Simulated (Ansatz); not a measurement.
Consider the cleavage of the Si–B bond: `CB([SiH3])CF` + `CO[SiH](O)Cl` → `CO[SiH](Cl)O[SiH3]` + `CBCF`.

Isolated molecules relaxed with PBE0-D4/def2-TZVP in Ansatz; ΔE leaves out vibrations. CCSD(T)/CBS is the MP2 limit (def2-TZVPP, def2-QZVPP) plus CCSD(T) − MP2 in def2-TZVPP, frozen cores. DFT in def2-TZVPP. B3LYP here is the variant with VWN-RPA as its local correlation; programs differ in this. One conformer a species, not always the lowest.

```tsv
level	ΔE (kcal/mol)
B3LYP	-28.7
MP2/def2-TZVPP	-29.9
```

What does CCSD(T)/CBS give? (Best estimate.)

Ansatz gave: -28.4 kcal/mol. The listed levels differ from it by -0.3, -1.5 kcal/mol.

Largest T1 diagnostic among the species: 0.012.

From PBE to PBE0 (25 % exact exchange), in def2-TZVPP and without D4, ΔE moves by −2.3 kcal/mol. In def2-TZVPP, CCSD(T) changes the Hartree–Fock value by +7.3 kcal/mol (the triples alone add +1.0 kcal/mol) and MP2 by +5.7 kcal/mol.
